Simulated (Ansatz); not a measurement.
Program: Ansatz. Geometries: PBE0-D4/def2-TZVP. ΔE: electronic, gas phase. CCSD(T)/CBS is the MP2 limit (def2-TZVPP, def2-QZVPP) plus CCSD(T) − MP2 in def2-TZVPP, frozen cores. This one scheme is used for every species. DFT in def2-TZVPP. B3LYP here is the variant with VWN-RPA as its local correlation; programs differ in this. Triplets are unrestricted, without spin–orbit coupling. Each species was taken in one conformer, which may not be the lowest.

Reaction (formal loss of a carbene): `CC(F)S[SiH3]` → `FCS[SiH3]` + `[CH2]` (triplet)

Task: Is it downhill or uphill in electronic energy at CCSD(T)/CBS, and by how much? (An estimate is asked.)

Result: Computed: Uphill: ΔE = +4.69 eV.

Task: What do these levels give: r2SCAN-D4, PBE0-D4, B3LYP-D4, ωB97X-V, B3LYP, MP2/def2-TZVPP, SCS-MP2/def2-TZVPP, CCSD/def2-TZVPP, HF/def2-QZVPP, MP2/def2-QZVPP, SCS-MP2/def2-QZVPP, MP2/CBS(def2)? (Estimate.)

Result: The calculation gave: r2SCAN-D4 4.46, PBE0-D4 4.65, B3LYP-D4 4.59, ωB97X-V 4.79, B3LYP 4.46, MP2/def2-TZVPP 4.70, SCS-MP2/def2-TZVPP 4.69, CCSD/def2-TZVPP 4.44, HF/def2-QZVPP 3.11, MP2/def2-QZVPP 4.77, SCS-MP2/def2-QZVPP 4.77, MP2/CBS(def2) 4.82 eV.

Largest T1 diagnostic among the species: 0.012.

In def2-TZVPP, CCSD(T) changes the Hartree–Fock value by +1.46 eV (the triples alone add +0.13 eV) and MP2 by +1.59 eV. From PBE to PBE0 (25 % exact exchange), in def2-TZVPP and without D4, ΔE moves by −0.07 eV. The D4 term adds +0.13 eV with B3LYP and +0.07 eV with PBE0; it sums over pairs of atoms, weighted by their polarisabilities, and B3LYP, whose exchange is more repulsive, gets the larger term.
